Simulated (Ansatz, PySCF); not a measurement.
Stretching the N4–H6 bond in CH6BN (SMILES BNC) (multiplicity 1 held, fragments rigid). Energies count from the point at 1.009 Å.
Geometry at that point (charge 0, multiplicity 1):
```xyz
9

B     -0.1738     0.1694     1.3598
H     -1.0466     0.5155     2.0959
H      0.9050    -0.1500     1.7605
N     -0.4214     0.1375    -0.0025
C      0.5047    -0.2521    -1.0532
H     -1.3320     0.4068    -0.3442
H      0.6779     0.5674    -1.7558
H      0.1296    -1.1104    -1.6169
H      1.4567    -0.5259    -0.6023
```

R- and RO- levels are restricted; in cc, def2 and unpolarised 6-31G sets they are followed outwards from rest. Unrestricted levels (U-) break spin symmetry where that is lower. Left out are points that failed, MP2 points in a non-variational dive below the minimum, coupled-cluster points behind a sign of a changed root (a jump of the amplitudes, or a one-step jump against full CI or MRCI), small-basis points behind a change of solution, and semi-empirical points at long bonds. Curves can end on different states.

Frozen-core correlation. Rows in 6-31G* carry no dispersion term and start afresh at each structure (6-31G* with six Cartesian d functions).

Programs: Ansatz (Gaussian basis) for Hartree–Fock, density functionals and correlated methods; PySCF for 6-31G* rows. 

Energies in kJ/mol.

| R (Å) | R-HF/6-31G* | R-BP86/6-31G* | U-MP2/cc-pVTZ | R-CCSD/cc-pVTZ |
|---|---|---|---|---|
| 0.807 | 136 | 155 | 140 | 139 |
| 0.908 | 23 | 34 | 27 | 26 |
| 1.009 | 0 | 0 | 0 | 0 |
| 1.110 | 25 | 12 | 19 | 19 |
| 1.211 | ? | 48 | 61 | 62 |
| 1.363 | 166 | 119 | 143 | 143 |
| 1.514 | 262 | 192 | 247 | 227 |
| 1.766 | ? | 301 | 424 | 348 |
| 2.019 | 536 | 387 | 487 | 439 |
| 2.321 | 659 | 464 | 513 | 510 |
| 2.725 | 782 | left out | 524 | 561 |
| 3.230 | 888 | left out | 527 | 587 |

### Question
Complete the blanks.

### Answer

- 1.766, R-HF/6-31G*: 410
- 1.211, R-HF/6-31G*: 74

Doubts at one or more of the structures used: a restricted determinant that unrestricted orbitals would lower (R-HF/6-31G*, R-BP86/6-31G*, R-CCSD/cc-pVTZ); a spin-contaminated determinant (U-MP2/cc-pVTZ); other coupled-cluster roots lie near (R-CCSD/cc-pVTZ).

Ansatz is a program for electronic structure.
